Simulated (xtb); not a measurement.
Al(Br)(Me)(OMe) (C₂H₆AlBrO), SMILES C[O][Al]([CH3])[Br]. All values are semi-empirical tight-binding results from xtb (GFN2-xTB unless named), good for trends rather than for accurate numbers. Coordinates come from a GFN2-xTB optimisation. The values are those of a single conformer.

The geometry has at least one imaginary mode, so it is a saddle point at that level.

For metal compounds this method's bond lengths and energies can be far off.

```
Quantity       Value
-----------  -------
orbital gap  4.27 eV
```
